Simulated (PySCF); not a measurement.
GeCl₂, SMILES [Cl][Ge][Cl] (connectivity only; charge and spin as stated), neutral, multiplicity 1.

Geometry optimised at PBE0-D3(BJ)/def2-TZVP. The isomer is the one that the SMILES or the coordinates give; other isomers of the formula were not compared.

Two levels are set side by side: TDA-PBE/def2-SVPD (PySCF) and TDA-B3LYP/def2-SVPD (PySCF). Vertical, same geometry. The lowest singlet is HOMO→LUMO 94 % with PBE and HOMO→LUMO 96 % with the other functional; states are paired by order. Differences are taken from unrounded values.

```
quantity                               TDA-PBE
-------------------------------------  -------
lowest singlet excitation (eV)            3.82
lowest triplet excitation (TDA) (eV)      2.78
first bright state (f over 0.05) (eV)     6.37
its oscillator strength                   0.10
```

Question: These are the TDA-PBE values. What does TDA-B3LYP give? (An estimate is asked for; the answer gives what the named calculation found.)

Answer: 
```
quantity                               TDA-B3LYP  TDA-PBE minus TDA-B3LYP
-------------------------------------  ---------  -----------------------
lowest singlet excitation (eV)              3.98                    -0.16
lowest triplet excitation (TDA) (eV)        2.83                    -0.06
first bright state (f over 0.05) (eV)       6.68                    -0.31
its oscillator strength                     0.19                    -0.09
```

A lower first singlet is the usual sign of a functional without exact exchange. Differences between two approximate levels are no errors against the true value.

Rough cost on one machine, each run with all the roots and properties that it gave: TDA-B3LYP against TDA-PBE about 2 times.
